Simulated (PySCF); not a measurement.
**Germanium: a sound run and one with changed settings**

Sound run: Ge⁺ [Ar] 3d10 4s2 4p1, Ge²⁺ [Ar] 3d10 4s2. Computed with PySCF 2.14 in aug-cc-pVDZ-DK, with the spin-free X2C one-electron Hamiltonian (Gaussian nucleus). The sound run starts from symmetry-adapted Hartree-Fock orbitals and uses a fine grid where one is needed.

A second run was set up differently.

```csv
species,method,sound run (hartree),changed run (hartree),converged
Ge⁺,UHF,-2096.68721,-2096.68721,yes
Ge⁺,PBE0,-2098.07697,-2098.07674,yes
Ge⁺,TPSS,-2098.30846,-2098.30797,yes
Ge²⁺,UHF,-2096.12748,-2096.12748,yes
Ge²⁺,PBE0,-2097.49563,-2097.49563,yes
Ge²⁺,TPSS,-2097.72721,-2097.72721,yes
```

Ionisation energy of Ge⁺:

```
method  sound run (eV)  changed run (eV)
   UHF          15.231            15.231
  PBE0          15.819            15.813
  TPSS          15.817            15.803
```

(1) What was changed?
A. angular grid far too coarse
B. basis contracted for another Hamiltonian
C. too few SCF iterations
D. level shift left on

Answers

(1) A. It used 14 angular points. A coarse angular grid integrates products of high-l functions wrongly, so density functionals can shift, and the SCF can exploit the error; Hartree-Fock and MP2 need no grid.
